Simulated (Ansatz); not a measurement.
Consider the ligand exchange at a Ga–O bond: `[NH2][Ga]([NH2])[O][SiH3]` + H₂S → `[NH2][Ga]([NH2])[SH]` + `O[SiH3]`.

Isolated molecules relaxed with PBE0-D4/def2-TZVP in Ansatz; ΔE leaves out vibrations. CCSD(T)/CBS adds triple-zeta CCSD(T) − MP2 to the extrapolated MP2 energy (def2 sets, frozen cores). This one scheme is used for every species. Functionals use def2-TZVPP. B3LYP here is the variant with VWN-RPA as its local correlation; programs differ in this. HSE06 is defined as in plane-wave codes. For Ga outer-core shells are correlated without core-valence functions, which leaves a few kJ/mol of doubt a bond. Scalar relativity is left out up to krypton. Each species was taken in one conformer, which may not be the lowest.

```
             level  ΔE (kJ/mol)  difference from CCSD(T)/CBS
       LDA (SPW92)        -19.4                         -8.1
            PBE-D4        -20.0                         -8.7
         revPBE-D4        -18.9                         -7.6
            B97M-V        -11.2                          0.1
           PBE0-D4        -18.8                         -7.5
          B3LYP-D4         -9.8                          1.5
        r2SCANh-D4        -14.6                         -3.3
          HSE06-D4        -19.0                         -7.7
          BHLYP-D4         -7.0                          4.3
      CAM-B3LYP-D4         -5.9                          5.4
           ωB97X-V         -9.9                          1.4
           ωB97M-V        -12.7                         -1.4
          PBE-QIDH        -14.8                         -3.5
               PBE        -21.8                        -10.5
            revPBE        -22.7                        -11.4
              BLYP        -13.3                         -2.0
            r2SCAN        -15.2                         -3.9
              PBE0        -20.6                         -9.3
             B3LYP        -12.6                         -1.3
           r2SCANh        -15.5                         -4.2
           r2SCAN0        -15.7                         -4.4
             HSE06        -20.7                         -9.4
             BHLYP         -9.5                          1.8
         CAM-B3LYP         -7.9                          3.4
           LC-ωPBE        -13.4                         -2.1
RPA@PBE/def2-TZVPP         -2.7                          8.6
       HF/def2-SVP          2.8                         14.1
      MP2/def2-SVP          2.6                         13.9
     CCSD/def2-SVP          5.1                         16.4
  CCSD(T)/def2-SVP          4.7                         16.0
    MP2/def2-TZVPP         -9.3                          2.0
SCS-MP2/def2-TZVPP         -4.7                          6.6
   CCSD/def2-TZVPP         -5.3                          6.0
CCSD(T)/def2-TZVPP         -6.5                          4.8
     HF/def2-QZVPP         -2.1                          9.2
    MP2/def2-QZVPP        -11.4                         -0.1
SCS-MP2/def2-QZVPP         -6.8                          4.5
      HF/CBS(def2)         -1.8                          9.5
     MP2/CBS(def2)        -14.1                         -2.8
    CCSD/CBS(def2)        -10.1                          1.2
       CCSD(T)/CBS        -11.3                            0
```

Largest T1 diagnostic among the species: 0.013.

Leaving LDA and LC-ωPBE aside and taking each functional with its dispersion term where it has one, the values spread over 14.0 kJ/mol, from PBE-D4 to CAM-B3LYP-D4. At CCSD(T), def2-SVP lies +16.0 kJ/mol from the extrapolated value and def2-TZVPP +4.8 kJ/mol. From BLYP to BHLYP (50 % exact exchange), in def2-TZVPP and without D4, ΔE moves by +3.9 kJ/mol.

CCSD(T)/CBS has its own doubt, a few kJ/mol and more with outer-core shells, so smaller differences from it don't rank the levels.
